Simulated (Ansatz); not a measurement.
A short molecular-dynamics run on CH6S2Si, SMILES `CS[SiH2]S`.

```yaml
crystal:
  periodic: [false, false, false]
  atoms:
    - {symbol: C, position_ang: [-1.171459, 1.130123, -0.534440]}
    - {symbol: S, position_ang: [-0.324444, 0.932522, 1.059125]}
    - {symbol: Si, position_ang: [0.501542, -1.000323, 0.797178]}
    - {symbol: S, position_ang: [1.797115, -1.158942, -0.895927]}
    - {symbol: H, position_ang: [-0.475494, 0.983400, -1.359901]}
    - {symbol: H, position_ang: [-1.553303, 2.149960, -0.563267]}
    - {symbol: H, position_ang: [-2.005408, 0.434020, -0.620648]}
    - {symbol: H, position_ang: [-0.537876, -2.021605, 0.512502]}
    - {symbol: H, position_ang: [1.203280, -1.286465, 2.071206]}
    - {symbol: H, position_ang: [2.649245, -0.213892, -0.462927]}
basis:
  gaussian: {orbitals: def2-SVP}
hamiltonian: {xc: {name: r2SCAN}}
md: {timestep: 1 fs, n_steps: 30, ensemble: nvt_nose_hoover, temperature: 500, initial_velocities: maxwell_boltzmann, seed: 346}
```

```sh
$ ansatz run in.yaml --threads 2 --pin off --events-out ev --progress --plain --max-ram 4352MiB
```

| step | time (fs) | potential energy (eV) | kinetic (eV) | T (K) | conserved (eV) |
| --- | --- | --- | --- | --- | --- |
| 0 | 0.0 | -30671.7461 | 0.5170 | 500 | -30671.2290 |
| 1 | 1.0 | -30671.6989 | 0.4741 | 458 | -30671.2248 |
| 2 | 2.0 | -30671.5584 | 0.3411 | 330 | -30671.2173 |
| 3 | 3.0 | -30671.4344 | 0.2216 | 214 | -30671.2128 |
| 4 | 4.0 | -30671.3975 | 0.1846 | 178 | -30671.2130 |
| 5 | 5.0 | -30671.4452 | 0.2286 | 221 | -30671.2168 |
| 6 | 6.0 | -30671.5200 | 0.2993 | 289 | -30671.2210 |
| 7 | 7.0 | -30671.5605 | 0.3392 | 328 | -30671.2218 |
| 8 | 8.0 | -30671.5587 | 0.3401 | 329 | -30671.2193 |
| 9 | 9.0 | -30671.5506 | 0.3314 | 320 | -30671.2200 |
| 10 | 10.0 | -30671.5315 | 0.3100 | 300 | -30671.2226 |
| 11 | 11.0 | -30671.4744 | 0.2560 | 248 | -30671.2196 |
| 12 | 12.0 | -30671.4205 | 0.2070 | 200 | -30671.2150 |
| 13 | 13.0 | -30671.4335 | 0.2197 | 212 | -30671.2155 |
| 14 | 14.0 | -30671.5079 | 0.2910 | 281 | -30671.2190 |
| 15 | 15.0 | -30671.5905 | 0.3712 | 359 | -30671.2217 |
| 16 | 16.0 | -30671.6317 | 0.4111 | 398 | -30671.2236 |
| 17 | 17.0 | -30671.5978 | 0.3778 | 365 | -30671.2235 |
| 18 | 18.0 | -30671.4923 | 0.2775 | 268 | -30671.2188 |
| 19 | 19.0 | -30671.3888 | 0.1807 | 175 | -30671.2124 |
| 20 | 20.0 | -30671.3802 | 0.1724 | 167 | -30671.2123 |
| 21 | 21.0 | -30671.4684 | 0.2556 | 247 | -30671.2177 |
| 22 | 22.0 | -30671.5744 | 0.3580 | 346 | -30671.2219 |
| 23 | 23.0 | -30671.6298 | 0.4124 | 399 | -30671.2237 |
| 24 | 24.0 | -30671.6065 | 0.3902 | 377 | -30671.2234 |
| 25 | 25.0 | -30671.5151 | 0.3027 | 293 | -30671.2201 |
| 26 | 26.0 | -30671.4130 | 0.2065 | 200 | -30671.2148 |
| 27 | 27.0 | -30671.3817 | 0.1771 | 171 | -30671.2134 |
| 28 | 28.0 | -30671.4412 | 0.2319 | 224 | -30671.2185 |
| 29 | 29.0 | -30671.5215 | 0.3090 | 299 | -30671.2224 |
| 30 | 30.0 | -30671.5639 | 0.3530 | 341 | -30671.2217 |

Velocities are drawn at the set temperature; a run this short doesn't reach equilibrium.

Frames (Å, forces in eV/Å):

```xyz
10
time=0.0 fs
C    -1.171    1.130   -0.534    0.013    0.019    0.043
S    -0.324    0.933    1.059    0.044    0.251    0.340
Si    0.502   -1.000    0.797   -0.010   -0.155    0.097
S     1.797   -1.159   -0.896    0.026   -0.178   -0.301
H    -0.475    0.983   -1.360    0.206   -0.051   -0.276
H    -1.553    2.150   -0.563   -0.118    0.292   -0.018
H    -2.005    0.434   -0.621   -0.276   -0.210   -0.056
H    -0.538   -2.022    0.513   -0.088   -0.105   -0.021
H     1.203   -1.286    2.071    0.050   -0.024    0.128
H     2.649   -0.214   -0.463    0.153    0.161    0.065
10
time=1.0 fs
C    -1.178    1.136   -0.530   -0.193   -0.523   -0.599
S    -0.324    0.930    1.057   -0.021    0.276    0.417
Si    0.500   -0.996    0.797    0.054   -0.894    0.600
S     1.800   -1.161   -0.896   -0.354   -0.535   -0.419
H    -0.455    0.993   -1.366   -0.403    0.023    0.276
H    -1.545    2.167   -0.547   -0.111    0.086   -0.054
H    -2.040    0.423   -0.627    0.555    0.490    0.008
H    -0.546   -2.064    0.497    0.343    0.390    0.155
H     1.234   -1.286    2.115   -0.385    0.135   -0.613
H     2.637   -0.228   -0.467    0.515    0.552    0.229
10
time=2.0 fs
C    -1.184    1.142   -0.526   -0.287   -0.739   -1.043
S    -0.324    0.928    1.054   -0.088    0.305    0.484
Si    0.499   -0.993    0.798    0.125   -1.465    0.905
S     1.803   -1.163   -0.897   -0.609   -0.758   -0.476
H    -0.438    1.002   -1.370   -0.858    0.067    0.649
H    -1.538    2.186   -0.531   -0.087   -0.170   -0.091
H    -2.069    0.417   -0.633    1.105    0.945    0.065
H    -0.551   -2.103    0.482    0.639    0.771    0.294
H     1.260   -1.283    2.152   -0.691    0.239   -1.119
H     2.629   -0.237   -0.468    0.750    0.806    0.333
10
time=3.0 fs
C    -1.190    1.147   -0.523   -0.277   -0.670   -1.223
S    -0.324    0.926    1.052   -0.156    0.335    0.539
Si    0.498   -0.990    0.798    0.211   -1.856    1.045
S     1.805   -1.166   -0.897   -0.640   -0.738   -0.424
H    -0.429    1.013   -1.367   -1.088    0.074    0.785
H    -1.531    2.202   -0.516   -0.068   -0.400   -0.127
H    -2.088    0.420   -0.638    1.333    1.125    0.103
H    -0.549   -2.134    0.471    0.802    1.023    0.392
H     1.280   -1.279    2.179   -0.878    0.294   -1.415
H     2.628   -0.237   -0.466    0.761    0.813    0.325
10
time=4.0 fs
C    -1.197    1.151   -0.521   -0.171   -0.393   -1.132
S    -0.323    0.923    1.050   -0.222    0.364    0.582
Si    0.497   -0.987    0.800    0.312   -2.080    1.059
S     1.808   -1.168   -0.898   -0.448   -0.470   -0.260
H    -0.431    1.024   -1.357   -1.073    0.047    0.681
H    -1.525    2.215   -0.502   -0.071   -0.538   -0.157
H    -2.094    0.434   -0.643    1.242    1.040    0.116
H    -0.540   -2.155    0.463    0.849    1.151    0.450
H     1.292   -1.272    2.192   -0.966    0.310   -1.540
H     2.635   -0.231   -0.461    0.547    0.569    0.202
10
time=5.0 fs
C    -1.204    1.156   -0.520    0.045    0.049   -0.773
S    -0.323    0.921    1.049   -0.286    0.391    0.609
Si    0.496   -0.985    0.801    0.425   -2.147    0.969
S     1.810   -1.171   -0.899   -0.127   -0.061   -0.035
H    -0.443    1.035   -1.340   -0.811   -0.010    0.343
H    -1.520    2.223   -0.490   -0.101   -0.546   -0.177
H    -2.088    0.458   -0.646    0.823    0.687    0.096
H    -0.523   -2.166    0.460    0.792    1.162    0.471
H     1.294   -1.261    2.190   -0.966    0.294   -1.516
H     2.647   -0.218   -0.454    0.205    0.180    0.012
10
time=6.0 fs
C    -1.211    1.160   -0.520    0.390    0.622   -0.169
S    -0.323    0.919    1.047   -0.349    0.415    0.617
Si    0.495   -0.984    0.803    0.541   -2.054    0.774
S     1.812   -1.174   -0.899    0.203    0.355    0.188
H    -0.462    1.047   -1.320   -0.326   -0.088   -0.195
H    -1.516    2.225   -0.479   -0.158   -0.412   -0.184
H    -2.074    0.488   -0.649    0.080    0.083    0.037
H    -0.498   -2.165    0.461    0.636    1.050    0.453
H     1.287   -1.248    2.174   -0.874    0.247   -1.341
H     2.661   -0.204   -0.447   -0.143   -0.217   -0.179
10
time=7.0 fs
C    -1.217    1.165   -0.519    0.820    1.201    0.556
S    -0.323    0.918    1.046   -0.411    0.440    0.601
Si    0.495   -0.984    0.805    0.647   -1.786    0.451
S     1.815   -1.177   -0.900    0.458    0.680    0.364
H    -0.485    1.057   -1.302    0.273   -0.171   -0.822
H    -1.514    2.224   -0.470   -0.234   -0.157   -0.177
H    -2.059    0.519   -0.651   -0.842   -0.651   -0.051
H    -0.468   -2.154    0.466    0.374    0.803    0.393
H     1.272   -1.233    2.145   -0.673    0.168   -0.988
H     2.674   -0.192   -0.442   -0.413   -0.526   -0.327
10
time=8.0 fs
C    -1.223    1.170   -0.519    1.156    1.494    1.114
S    -0.324    0.916    1.044   -0.469    0.467    0.567
Si    0.494   -0.984    0.807    0.723   -1.326   -0.036
S     1.817   -1.179   -0.901    0.597    0.869    0.472
H    -0.505    1.066   -1.292    0.749   -0.229   -1.299
H    -1.513    2.221   -0.463   -0.311    0.167   -0.157
H    -2.052    0.544   -0.653   -1.545   -1.203   -0.117
H    -0.433   -2.136    0.475    0.001    0.408    0.285
H     1.251   -1.216    2.107   -0.338    0.054   -0.417
H     2.682   -0.186   -0.440   -0.564   -0.702   -0.411
10
time=9.0 fs
C    -1.228    1.177   -0.517    1.170    1.225    1.177
S    -0.324    0.914    1.043   -0.517    0.499    0.520
Si    0.494   -0.985    0.809    0.748   -0.692   -0.702
S     1.820   -1.181   -0.901    0.608    0.908    0.506
H    -0.518    1.073   -1.294    0.844   -0.229   -1.366
H    -1.516    2.219   -0.458   -0.369    0.465   -0.133
H    -2.061    0.558   -0.657   -1.568   -1.235   -0.093
H    -0.399   -2.113    0.487   -0.465   -0.123    0.134
H     1.226   -1.198    2.065    0.136   -0.089    0.380
H     2.686   -0.185   -0.442   -0.586   -0.728   -0.424
10
time=10.0 fs
C    -1.232    1.185   -0.514    0.856    0.503    0.682
S    -0.324    0.913    1.043   -0.555    0.537    0.467
Si    0.495   -0.986    0.811    0.717    0.018   -1.475
S     1.823   -1.183   -0.901    0.487    0.791    0.468
H    -0.523    1.077   -1.309    0.514   -0.166   -0.963
H    -1.522    2.223   -0.453   -0.379    0.619   -0.115
H    -2.084    0.559   -0.662   -0.893   -0.749    0.032
H    -0.369   -2.092    0.500   -0.958   -0.712   -0.036
H     1.202   -1.181    2.026    0.689   -0.238    1.304
H     2.683   -0.192   -0.448   -0.478   -0.604   -0.365
10
time=11.0 fs
C    -1.235    1.193   -0.511    0.421   -0.223   -0.090
S    -0.325    0.912    1.042   -0.582    0.579    0.409
Si    0.495   -0.987    0.812    0.667    0.598   -2.135
S     1.825   -1.185   -0.902    0.237    0.525    0.364
H    -0.523    1.080   -1.334   -0.025   -0.065   -0.300
H    -1.532    2.231   -0.450   -0.320    0.544   -0.108
H    -2.115    0.554   -0.666    0.041   -0.079    0.193
H    -0.348   -2.078    0.513   -1.348   -1.196   -0.175
H     1.185   -1.167    2.000    1.155   -0.348    2.080
H     2.676   -0.205   -0.457   -0.246   -0.335   -0.239
10
time=12.0 fs
C    -1.238    1.202   -0.508    0.023   -0.630   -0.801
S    -0.326    0.911    1.041   -0.601    0.621    0.347
Si    0.496   -0.988    0.813    0.667    0.813   -2.378
S     1.829   -1.187   -0.902   -0.118    0.138    0.211
H    -0.524    1.082   -1.361   -0.514    0.038    0.347
H    -1.544    2.246   -0.448   -0.194    0.258   -0.111
H    -2.147    0.548   -0.669    0.820    0.471    0.324
H    -0.340   -2.075    0.524   -1.489   -1.384   -0.227
H     1.179   -1.156    1.993    1.322   -0.374    2.349
H     2.667   -0.221   -0.469    0.083    0.049   -0.061
10
time=13.0 fs
C    -1.241    1.209   -0.506   -0.287   -0.690   -1.267
S    -0.327    0.910    1.041   -0.608    0.660    0.285
Si    0.496   -0.989    0.813    0.739    0.571   -2.069
S     1.832   -1.188   -0.902   -0.506   -0.291    0.045
H    -0.529    1.085   -1.385   -0.811    0.116    0.806
H    -1.559    2.262   -0.446   -0.032   -0.122   -0.112
H    -2.170    0.546   -0.668    1.283    0.787    0.399
H    -0.346   -2.085    0.533   -1.314   -1.186   -0.176
H     1.186   -1.148    2.009    1.099   -0.312    1.959
H     2.658   -0.236   -0.481    0.438    0.467    0.131
10
time=14.0 fs
C    -1.244    1.216   -0.504   -0.491   -0.522   -1.439
S    -0.328    0.909    1.040   -0.602    0.692    0.228
Si    0.497   -0.989    0.812    0.827    0.006   -1.379
S     1.834   -1.190   -0.902   -0.813   -0.632   -0.078
H    -0.542    1.089   -1.401   -0.881    0.159    1.016
H    -1.574    2.278   -0.446    0.126   -0.458   -0.103
H    -2.182    0.551   -0.663    1.412    0.863    0.418
H    -0.365   -2.107    0.540   -0.896   -0.694   -0.058
H     1.203   -1.143    2.044    0.615   -0.202    1.117
H     2.654   -0.247   -0.492    0.704    0.788    0.279
10
time=15.0 fs
C    -1.248    1.223   -0.504   -0.556   -0.230   -1.312
S    -0.329    0.909    1.040   -0.582    0.713    0.175
Si    0.499   -0.989    0.811    0.861   -0.640   -0.608
S     1.837   -1.192   -0.902   -0.919   -0.750   -0.106
H    -0.563    1.094   -1.408   -0.731    0.164    0.960
H    -1.588    2.289   -0.447    0.245   -0.651   -0.081
H    -2.179    0.565   -0.655    1.216    0.708    0.386
H    -0.392   -2.135    0.547   -0.383   -0.098    0.070
H     1.226   -1.141    2.090    0.082   -0.094    0.187
H     2.657   -0.250   -0.501    0.766    0.880    0.328
10
time=16.0 fs
C    -1.252    1.229   -0.505   -0.438    0.143   -0.883
S    -0.331    0.909    1.039   -0.551    0.723    0.124
Si    0.501   -0.990    0.809    0.828   -1.181    0.044
S     1.839   -1.194   -0.902   -0.784   -0.602   -0.026
H    -0.592    1.101   -1.405   -0.377    0.126    0.633
H    -1.599    2.294   -0.449    0.304   -0.652   -0.044
H    -2.165    0.586   -0.643    0.688    0.322    0.307
H    -0.424   -2.165    0.555    0.094    0.436    0.165
H     1.250   -1.139    2.137   -0.354   -0.013   -0.585
H     2.666   -0.245   -0.506    0.588    0.699    0.265
10
time=17.0 fs
C    -1.256    1.236   -0.506   -0.121    0.560   -0.196
S    -0.333    0.909    1.039   -0.508    0.723    0.073
Si    0.502   -0.991    0.808    0.748   -1.540    0.516
S     1.841   -1.196   -0.902   -0.478   -0.267    0.121
H    -0.624    1.109   -1.397    0.137    0.049    0.067
H    -1.608    2.293   -0.451    0.293   -0.455    0.005
H    -2.145    0.610   -0.628   -0.133   -0.267    0.196
H    -0.454   -2.190    0.564    0.471    0.831    0.216
H     1.270   -1.137    2.179   -0.653    0.037   -1.126
H     2.682   -0.233   -0.508    0.244    0.328    0.127
10
time=18.0 fs
C    -1.261    1.243   -0.508    0.302    0.881    0.579
S    -0.335    0.909    1.039   -0.456    0.716    0.021
Si    0.505   -0.992    0.806    0.648   -1.714    0.825
S     1.843   -1.198   -0.902   -0.125    0.117    0.275
H    -0.655    1.118   -1.387    0.685   -0.052   -0.598
H    -1.614    2.287   -0.453    0.214   -0.090    0.062
H    -2.126    0.631   -0.611   -1.033   -0.905    0.086
H    -0.480   -2.207    0.575    0.733    1.075    0.226
H     1.285   -1.135    2.210   -0.827    0.061   -1.453
H     2.699   -0.218   -0.510   -0.141   -0.090   -0.023
10
time=19.0 fs
C    -1.265    1.251   -0.509    0.581    0.838    1.117
S    -0.337    0.909    1.039   -0.393    0.705   -0.027
Si    0.507   -0.994    0.805    0.546   -1.726    0.998
S     1.845   -1.201   -0.901    0.173    0.435    0.392
H    -0.679    1.126   -1.384    1.055   -0.139   -1.073
H    -1.617    2.280   -0.454    0.088    0.360    0.119
H    -2.116    0.644   -0.593   -1.572   -1.281    0.015
H    -0.498   -2.214    0.588    0.884    1.182    0.205
H     1.291   -1.133    2.227   -0.898    0.066   -1.606
H     2.716   -0.204   -0.512   -0.464   -0.440   -0.141
10
time=20.0 fs
C    -1.269    1.259   -0.509    0.505    0.274    1.139
S    -0.339    0.910    1.038   -0.318    0.690   -0.065
Si    0.510   -0.997    0.805    0.451   -1.600    1.053
S     1.847   -1.203   -0.901    0.363    0.628    0.452
H    -0.693    1.133   -1.391    1.059   -0.167   -1.073
H    -1.620    2.277   -0.455   -0.038    0.748    0.165
H    -2.122    0.644   -0.575   -1.399   -1.132   -0.015
H    -0.509   -2.209    0.603    0.930    1.164    0.160
H     1.289   -1.129    2.229   -0.882    0.057   -1.609
H     2.728   -0.194   -0.515   -0.671   -0.663   -0.206
10
time=21.0 fs
C    -1.272    1.268   -0.509    0.138   -0.559    0.689
S    -0.341    0.911    1.038   -0.237    0.672   -0.096
Si    0.513   -1.000    0.804    0.369   -1.341    0.982
S     1.849   -1.205   -0.901    0.423    0.676    0.451
H    -0.697    1.138   -1.408    0.716   -0.126   -0.585
H    -1.624    2.281   -0.453   -0.103    0.899    0.183
H    -2.141    0.634   -0.557   -0.655   -0.546   -0.045
H    -0.510   -2.194    0.620    0.871    1.025    0.094
H     1.278   -1.126    2.216   -0.778    0.034   -1.459
H     2.733   -0.191   -0.520   -0.744   -0.735   -0.214
10
time=22.0 fs
C    -1.275    1.276   -0.508   -0.295   -1.199    0.080
S    -0.343    0.912    1.038   -0.157    0.649   -0.123
Si    0.516   -1.004    0.804    0.298   -0.945    0.756
S     1.851   -1.206   -0.900    0.351    0.574    0.393
H    -0.694    1.142   -1.430    0.226   -0.047    0.118
H    -1.628    2.294   -0.450   -0.069    0.719    0.168
H    -2.166    0.618   -0.540    0.204    0.148   -0.106
H    -0.503   -2.169    0.638    0.692    0.757    0.010
H     1.260   -1.122    2.188   -0.573   -0.002   -1.130
H     2.732   -0.194   -0.527   -0.678   -0.653   -0.165
10
time=23.0 fs
C    -1.279    1.284   -0.506   -0.646   -1.421   -0.403
S    -0.346    0.913    1.037   -0.081    0.619   -0.148
Si    0.519   -1.008    0.805    0.236   -0.402    0.329
S     1.854   -1.208   -0.900    0.148    0.322    0.281
H    -0.689    1.145   -1.452   -0.208    0.031    0.740
H    -1.633    2.314   -0.446    0.047    0.278    0.125
H    -2.190    0.604   -0.523    0.848    0.695   -0.189
H    -0.490   -2.136    0.656    0.380    0.348   -0.092
H     1.236   -1.117    2.150   -0.246   -0.052   -0.579
H     2.724   -0.204   -0.535   -0.476   -0.417   -0.064
10
time=24.0 fs
C    -1.283    1.290   -0.505   -0.854   -1.290   -0.639
S    -0.348    0.914    1.037   -0.011    0.580   -0.170
Si    0.522   -1.012    0.805    0.173    0.276   -0.324
S     1.856   -1.209   -0.899   -0.165   -0.059    0.126
H    -0.686    1.149   -1.466   -0.488    0.082    1.125
H    -1.637    2.336   -0.440    0.187   -0.240    0.070
H    -2.205    0.597   -0.509    1.174    1.003   -0.274
H    -0.473   -2.100    0.672   -0.063   -0.186   -0.204
H     1.210   -1.114    2.106    0.208   -0.115    0.211
H     2.711   -0.218   -0.545   -0.161   -0.050    0.079
10
time=25.0 fs
C    -1.288    1.295   -0.505   -0.889   -0.960   -0.619
S    -0.350    0.916    1.037    0.056    0.531   -0.183
Si    0.525   -1.016    0.805    0.101    1.014   -1.134
S     1.858   -1.211   -0.898   -0.533   -0.508   -0.048
H    -0.688    1.154   -1.470   -0.585    0.097    1.227
H    -1.640    2.356   -0.433    0.294   -0.661    0.017
H    -2.209    0.599   -0.496    1.182    1.062   -0.342
H    -0.456   -2.066    0.687   -0.578   -0.779   -0.314
H     1.186   -1.111    2.064    0.739   -0.182    1.157
H     2.697   -0.232   -0.553    0.212    0.386    0.240
10
time=26.0 fs
C    -1.293    1.299   -0.505   -0.726   -0.530   -0.363
S    -0.353    0.918    1.036    0.119    0.469   -0.185
Si    0.528   -1.020    0.805    0.029    1.650   -1.860
S     1.861   -1.213   -0.898   -0.846   -0.900   -0.199
H    -0.695    1.159   -1.462   -0.496    0.075    1.042
H    -1.640    2.369   -0.426    0.335   -0.881   -0.024
H    -2.202    0.611   -0.488    0.877    0.870   -0.381
H    -0.445   -2.039    0.699   -1.028   -1.282   -0.400
H     1.169   -1.111    2.033    1.203   -0.237    1.994
H     2.685   -0.243   -0.559    0.533    0.767    0.376
10
time=27.0 fs
C    -1.299    1.303   -0.505   -0.346   -0.042    0.104
S    -0.355    0.920    1.036    0.176    0.394   -0.177
Si    0.531   -1.023    0.804   -0.024    1.985   -2.147
S     1.863   -1.215   -0.897   -0.979   -1.086   -0.278
H    -0.707    1.165   -1.444   -0.226    0.015    0.583
H    -1.636    2.375   -0.420    0.302   -0.860   -0.044
H    -2.186    0.631   -0.483    0.257    0.424   -0.385
H    -0.444   -2.024    0.708   -1.234   -1.516   -0.441
H     1.164   -1.112    2.021    1.399   -0.257    2.347
H     2.678   -0.246   -0.562    0.676    0.943    0.437
10
time=28.0 fs
C    -1.306    1.307   -0.506    0.210    0.431    0.719
S    -0.357    0.922    1.035    0.225    0.307   -0.161
Si    0.535   -1.025    0.803   -0.062    1.915   -1.804
S     1.864   -1.217   -0.897   -0.866   -0.982   -0.259
H    -0.722    1.172   -1.420    0.186   -0.074   -0.087
H    -1.630    2.372   -0.414    0.198   -0.593   -0.039
H    -2.168    0.656   -0.481   -0.602   -0.217   -0.354
H    -0.454   -2.024    0.712   -1.089   -1.387   -0.428
H     1.172   -1.116    2.031    1.223   -0.231    2.017
H     2.677   -0.240   -0.560    0.577    0.830    0.395
10
time=29.0 fs
C    -1.312    1.311   -0.505    0.766    0.678    1.318
S    -0.360    0.924    1.034    0.263    0.212   -0.139
Si    0.538   -1.027    0.801   -0.123    1.518   -1.002
S     1.865   -1.219   -0.896   -0.556   -0.635   -0.160
H    -0.734    1.178   -1.397    0.623   -0.168   -0.781
H    -1.622    2.363   -0.408    0.040   -0.114   -0.010
H    -2.156    0.678   -0.483   -1.419   -0.834   -0.308
H    -0.475   -2.037    0.711   -0.651   -0.966   -0.376
H     1.191   -1.122    2.061    0.774   -0.170    1.187
H     2.682   -0.226   -0.555    0.284    0.478    0.270
10
time=30.0 fs
C    -1.317    1.316   -0.504    1.038    0.417    1.635
S    -0.362    0.926    1.034    0.291    0.114   -0.110
Si    0.541   -1.028    0.798   -0.235    0.985   -0.095
S     1.867   -1.222   -0.896   -0.174   -0.187   -0.027
H    -0.741    1.182   -1.382    0.878   -0.223   -1.198
H    -1.613    2.353   -0.403   -0.137    0.468    0.033
H    -2.157    0.693   -0.488   -1.743   -1.084   -0.274
H    -0.503   -2.060    0.708   -0.091   -0.425   -0.304
H     1.219   -1.130    2.102    0.250   -0.094    0.230
H     2.690   -0.208   -0.547   -0.078    0.030    0.111
```

Hardware: 2 threads of an AMD EPYC 7B13 on a shared host. Wall time 79 s, peak host memory 0.17 GiB.
